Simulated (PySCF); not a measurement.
# $^{15}$N chemical shifts

Isolated molecule, one conformer, averaged over atoms made equivalent by symmetry, fast rotation or ring inversion, non-relativistic Hamiltonian. GIAO PBE0/pcSseg-1 shieldings; geometry: GFN2-xTB; PySCF 2.14.0 with density-fitted response routines.

Shieldings were converted by a linear fit to measured shifts: $^{15}$N: δ = -148.07 − 0.921σ (rms 6.3 ppm, 71 shifts vs CH3NO2, solution or neat liquid). Occasional misses reach two or three times the rms, and more in compound classes unlike the fitted ones.

(1) Give the $^{15}$N shifts of `C=C1[SiH2]N(C)C[C@@H]1CF`, `C=C[C@@H]1[C@@H](C)[P@@]1(=N)/C=C/C`.

(2) Match the shifts -54.0, -121.3, -289.0, -351.9, -380.0 ppm to `C#CC[C@H](F)[SiH2]N(C)C`, `CC#C/P=C(/CC)N(C)C`, `C=C(C)[SiH2][C@@H](F)/C=N\C`, `C/C(=P\CC#N)C(C)(C)C`, `C=C(F)[Si@@H]1C[C@@H]1N(C)C`.

Answers

(1) 
```json
{"compound": "C=C1[SiH2]N(C)C[C@@H]1CF", "environment": "nitrogen bonded to 2 C, Si, in a 5-membered ring", "δ (ppm)": "-370.5"}
{"compound": "C=C[C@@H]1[C@@H](C)[P@@]1(=N)/C=C/C", "environment": "nitrogen bonded to P, H", "δ (ppm)": "-384.7"}
```

(2) -54.0: C=C(C)[SiH2][C@@H](F)/C=N\C (imine nitrogen); -121.3: C/C(=P\CC#N)C(C)(C)C (nitrile nitrogen); -289.0: CC#C/P=C(/CC)N(C)C (nitrogen bonded to 3 C); -351.9: C=C(F)[Si@@H]1C[C@@H]1N(C)C (amine nitrogen); -380.0: C#CC[C@H](F)[SiH2]N(C)C (nitrogen bonded to 2 C, Si).
